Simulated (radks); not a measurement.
Results of a calculation; reference values are marked as such.
Initial-state core-level shifts of the zinc ion Zn2+ when its valence configuration changes from [Ar] 3d10. Level of theory: Dirac Kohn-Sham, PBE, spin-unpolarised, spherical densities, point nucleus; open shells fill j = l - 1/2 first (a radial shooting solver on a logarithmic mesh with Libxc functionals). Shifts are changes of the shell-averaged eigenvalues in eV (positive: less bound).

valence               1s       2s       3s       3p
3d9 4s1           -8.214   -9.120   -7.978   -7.781
3d9 4p1           -9.770  -10.607   -9.534   -9.331
3d8 4p2          -20.608  -22.515  -19.755  -19.317
3d9.5 4s0.5       -3.945   -4.374   -3.869   -3.775
3d8 4s2          -17.659  -19.663  -16.814  -16.392
3d8 4s0.5 4p1.5  -19.889  -21.820  -19.037  -18.603
3d9.5 4p0.5       -4.741   -5.130   -4.666   -4.569
